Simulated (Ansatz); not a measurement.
**Molecular dynamics of BH₄NOSSi**

input.yaml

```yaml
crystal:
  periodic: [false, false, false]
  atoms:
    - { symbol: "N", position_ang: [0.408538, 1.026559, 1.342624] }
    - { symbol: Si, position_ang: [0.366311, -0.428701, 0.423219] }
    - { symbol: S, position_ang: [1.818044, -0.124377, -1.162509] }
    - { symbol: B, position_ang: [-1.372047, -0.685129, -0.597309] }
    - { symbol: O, position_ang: [-2.414245, -1.347608, -0.935756] }
    - { symbol: H, position_ang: [1.030221, 1.79986, 1.136381] }
    - { symbol: H, position_ang: [-0.147867, 1.168704, 2.176939] }
    - { symbol: H, position_ang: [2.554489, -1.207824, -0.834068] }
    - { symbol: H, position_ang: [-2.154944, -0.247785, -1.566621] }
magnetization:
  spin_polarized: true
basis:
  gaussian: { orbitals: def2-SVP }
hamiltonian:
  xc: pbe0
  dispersion: d4
md:
  timestep: 0.5
  n_steps: 180
  ensemble: nve
  temperature: 100.0
  initial_velocities: maxwell_boltzmann
  seed: 11188
```

Run as:

```bash
$ ansatz run input.yaml --threads 2 --pin off --max-ram 3072MiB --backend cpu --events-out ev --progress --plain --runs-dir out
```

It starts at the highest image of a converged band. Of that band: Neighbouring images differ by up to 2.6 eV, so the band resolves the path poorly. A vibrational analysis at the climbing image gives 2 clearly imaginary modes (1773i, 75i cm⁻¹): a point of higher order, so a lower path passes nearby.

Output, in part (step lines, the closing report, with atoms numbered from 0):

```
md step     0: t =     0.00 fs  T =   100.0 K  F+E_penalty+E_count = -22969.54781010 eV  E_kin = 0.090482 eV  conserved = -22969.45732811 eV  (88 SCF iters)
md step     1: t =     0.50 fs  T =    97.1 K  F+E_penalty+E_count = -22969.54509967 eV  E_kin = 0.087831 eV  conserved = -22969.45726872 eV  (38 SCF iters)
md step     2: t =     1.00 fs  T =    89.2 K  F+E_penalty+E_count = -22969.53785710 eV  E_kin = 0.080730 eV  conserved = -22969.45712705 eV  (39 SCF iters)
md step     3: t =     1.50 fs  T =    78.8 K  F+E_penalty+E_count = -22969.52827721 eV  E_kin = 0.071320 eV  conserved = -22969.45695686 eV  (38 SCF iters)
md step     4: t =     2.00 fs  T =    68.8 K  F+E_penalty+E_count = -22969.51902180 eV  E_kin = 0.062208 eV  conserved = -22969.45681342 eV  (38 SCF iters)
md step     5: t =     2.50 fs  T =    61.5 K  F+E_penalty+E_count = -22969.51234749 eV  E_kin = 0.055611 eV  conserved = -22969.45673666 eV  (38 SCF iters)
md step     6: t =     3.00 fs  T =    58.3 K  F+E_penalty+E_count = -22969.50946689 eV  E_kin = 0.052724 eV  conserved = -22969.45674244 eV  (37 SCF iters)
md step     7: t =     3.50 fs  T =    59.1 K  F+E_penalty+E_count = -22969.51029214 eV  E_kin = 0.053472 eV  conserved = -22969.45682029 eV  (38 SCF iters)
[... lines left out ...]
Total energy: -22971.65669927 eV, -844.1928129502 hartree
Atom 0 at     0.505719     1.070088     1.176841 Å, force     0.182154    -0.949567     0.458836 eV/Å
Atom 1 at     0.688794    -0.602799     0.723020 Å, force    -0.222206     0.666371     0.271447 eV/Å
Atom 2 at     1.867887    -0.067422    -1.028214 Å, force    -0.565965    -0.550609    -0.955782 eV/Å
Atom 3 at    -2.608725    -0.551338    -1.576006 Å, force    -0.613948     1.410042    -1.756968 eV/Å
Atom 4 at    -2.204356    -1.350736    -0.775199 Å, force     0.005855     0.107295     0.011419 eV/Å
Atom 5 at     0.960519     1.835129     0.710744 Å, force     0.176387     0.416003    -0.438637 eV/Å
Atom 6 at     0.281948     1.315127     2.127805 Å, force    -0.353683     0.111258     0.421999 eV/Å
Atom 7 at     1.053104    -0.868195    -1.806873 Å, force     0.719796     0.250593     0.265551 eV/Å
Atom 8 at    -3.003425     0.280145    -2.492377 Å, force     0.671610    -1.461386     1.722136 eV/Å
Dipole moment:    -0.407607     0.529516    -0.146925 e Å
```

The steps, from the saved trajectory:

```json
{"time (fs)": "0.0", "T (K)": "100", "potential energy less start (eV)": "0.000", "conserved less start (meV/atom)": "0.00"}
{"time (fs)": "3.0", "T (K)": "58", "potential energy less start (eV)": "0.038", "conserved less start (meV/atom)": "0.07"}
{"time (fs)": "6.0", "T (K)": "71", "potential energy less start (eV)": "0.027", "conserved less start (meV/atom)": "0.04"}
{"time (fs)": "9.0", "T (K)": "83", "potential energy less start (eV)": "0.016", "conserved less start (meV/atom)": "0.04"}
{"time (fs)": "12.0", "T (K)": "193", "potential energy less start (eV)": "-0.084", "conserved less start (meV/atom)": "0.10"}
{"time (fs)": "15.0", "T (K)": "607", "potential energy less start (eV)": "-0.459", "conserved less start (meV/atom)": "0.04"}
{"time (fs)": "18.0", "T (K)": "1176", "potential energy less start (eV)": "-0.974", "conserved less start (meV/atom)": "-0.04"}
{"time (fs)": "21.0", "T (K)": "1675", "potential energy less start (eV)": "-1.426", "conserved less start (meV/atom)": "-0.07"}
{"time (fs)": "24.0", "T (K)": "1993", "potential energy less start (eV)": "-1.714", "conserved less start (meV/atom)": "-0.17"}
{"time (fs)": "27.0", "T (K)": "1746", "potential energy less start (eV)": "-1.491", "conserved less start (meV/atom)": "-0.21"}
{"time (fs)": "30.0", "T (K)": "876", "potential energy less start (eV)": "-0.701", "conserved less start (meV/atom)": "0.06"}
{"time (fs)": "33.0", "T (K)": "825", "potential energy less start (eV)": "-0.659", "conserved less start (meV/atom)": "-0.37"}
{"time (fs)": "36.0", "T (K)": "1475", "potential energy less start (eV)": "-1.246", "conserved less start (meV/atom)": "-0.26"}
{"time (fs)": "39.0", "T (K)": "1769", "potential energy less start (eV)": "-1.510", "conserved less start (meV/atom)": "-0.05"}
{"time (fs)": "42.0", "T (K)": "1757", "potential energy less start (eV)": "-1.501", "conserved less start (meV/atom)": "-0.18"}
{"time (fs)": "45.0", "T (K)": "1854", "potential energy less start (eV)": "-1.589", "conserved less start (meV/atom)": "-0.18"}
{"time (fs)": "48.0", "T (K)": "1436", "potential energy less start (eV)": "-1.209", "conserved less start (meV/atom)": "0.04"}
{"time (fs)": "51.0", "T (K)": "1556", "potential energy less start (eV)": "-1.319", "conserved less start (meV/atom)": "-0.17"}
{"time (fs)": "54.0", "T (K)": "1513", "potential energy less start (eV)": "-1.281", "conserved less start (meV/atom)": "-0.26"}
{"time (fs)": "57.0", "T (K)": "1314", "potential energy less start (eV)": "-1.096", "conserved less start (meV/atom)": "0.25"}
{"time (fs)": "60.0", "T (K)": "2045", "potential energy less start (eV)": "-1.762", "conserved less start (meV/atom)": "-0.21"}
{"time (fs)": "63.0", "T (K)": "2216", "potential energy less start (eV)": "-1.919", "conserved less start (meV/atom)": "-0.51"}
{"time (fs)": "66.0", "T (K)": "1536", "potential energy less start (eV)": "-1.298", "conserved less start (meV/atom)": "0.13"}
{"time (fs)": "69.0", "T (K)": "1755", "potential energy less start (eV)": "-1.497", "conserved less start (meV/atom)": "0.06"}
{"time (fs)": "72.0", "T (K)": "2475", "potential energy less start (eV)": "-2.157", "conserved less start (meV/atom)": "-0.83"}
{"time (fs)": "75.0", "T (K)": "1311", "potential energy less start (eV)": "-1.092", "conserved less start (meV/atom)": "0.43"}
{"time (fs)": "78.0", "T (K)": "1479", "potential energy less start (eV)": "-1.250", "conserved less start (meV/atom)": "-0.18"}
{"time (fs)": "81.0", "T (K)": "1289", "potential energy less start (eV)": "-1.076", "conserved less start (meV/atom)": "-0.03"}
{"time (fs)": "84.0", "T (K)": "1345", "potential energy less start (eV)": "-1.127", "conserved less start (meV/atom)": "-0.04"}
{"time (fs)": "87.0", "T (K)": "1843", "potential energy less start (eV)": "-1.576", "conserved less start (meV/atom)": "0.18"}
{"time (fs)": "90.0", "T (K)": "2424", "potential energy less start (eV)": "-2.109", "conserved less start (meV/atom)": "-0.63"}
```

The run went to its last step. The conserved energy stayed within 0.94 meV per atom of its start (net change -0.63 meV per atom), so the integration is sound. The system heated up, since it started high on the potential surface and ran downhill. A run of 0.09 ps of so small a system gives no equilibrium averages. The orbitals stay closed-shell, which can raise the energy where a bond breaks towards radicals; this wasn't checked here.

The step under study would form O5–H9 and break B4–H9. These pairs go: O5–H9 1.29 → 2.50 Å, B4–H9 1.32 → 1.30 Å. In the last frame they stand as before the step (other bonds may differ from the relaxed reactants and products). These pairs come and go: their bonding changes 6 times, last at 70 of 90 fs, so the outcome isn't settled. Also parted: Si2–B4 2.03 → 4.02 Å. It ends as BHO + H3NSSi. Pairs count as bonded within 1.25 times the sum of covalent radii (0.12 Å more for H–H).

Last frame:

```xyz
9
Properties=species:S:1:pos:R:3
N 0.506 1.070 1.177
Si 0.689 -0.603 0.723
S 1.868 -0.067 -1.028
B -2.609 -0.551 -1.576
O -2.204 -1.351 -0.775
H 0.961 1.835 0.711
H 0.282 1.315 2.128
H 1.053 -0.868 -1.807
H -3.003 0.280 -2.492
```

The run took 7.2 min on 2 threads of AMD EPYC 9R14 (Zen 4) (shared host), peak memory 0.32 GiB.
